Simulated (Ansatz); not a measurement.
`BB(C)BCl` + HBr → `ClBBr` + `BBC` at 500 K and 1 bar (cleavage of the B–B bond).

Calculated with Ansatz (gas phase, PBE0-D4/def2-TZVP geometries, no zero-point term in ΔE). CCSD(T)/CBS adds triple-zeta CCSD(T) − MP2 to the extrapolated MP2 energy (def2 sets, frozen cores). For Br outer-core shells are correlated without core-valence functions, which leaves a few kJ/mol of doubt a bond. Scalar relativity is left out up to krypton. Each species was taken in one conformer, which may not be the lowest.

```
   species  CCSD(T)/CBS energy (Eh)  H − E (kJ/mol)  S (J/(mol·K))
`BB(C)BCl`               -575.80799           243.6          428.9
       HBr              -2573.91920            30.5          213.7
   `ClBBr`              -3058.55678            61.3          314.7
     `BBC`                -91.20122           213.1          340.7
```

H − E and S are ideal-gas, rigid-rotor, harmonic terms from PBE0-D4/def2-TZVP, for one conformer and one mirror image of each species. 1 Eh = 2625.50 kJ/mol, R = 8.31446 J/(mol·K).

By hand: ΔE, ΔH, ΔS and ΔG.

ΔE = (-3058.55678) + (-91.20122) − (-575.80799) − (-2573.91920) = -0.03081 Eh = -80.9 kJ/mol. Δ(H − E) = 61.3 + 213.1 − 243.6 − 30.5 = 0.3, so ΔH = -80.6 kJ/mol. ΔS = 314.7 + 340.7 − 428.9 − 213.7 = 12.8 J/(mol·K). ΔG = -80.6 − 500 × (12.8)/1000 = -87.0 kJ/mol.

By hand: the equilibrium constant, and the temperature at which ΔG would vanish if ΔH and ΔS stayed fixed.

log₁₀ K = −ΔG/(RT ln 10) = 9.1. ΔH and −TΔS have one sign here, so there is no such temperature.

The number of gas molecules stays the same, so ΔS is small and ΔH decides. A doubt of 5 kJ/mol in ΔE shifts log₁₀ K by 0.5 here. Other conformers and mirror images would add mixing entropy, several J/(mol·K) or more a flexible species. These are equilibria of isolated gas molecules and say nothing of rates. Largest T1 diagnostic: 0.014 (customary marks: 0.02 for closed shells, 0.045 for open ones).

ΔS is within the doubt of such terms, so its sign, and with it that verdict, could turn.
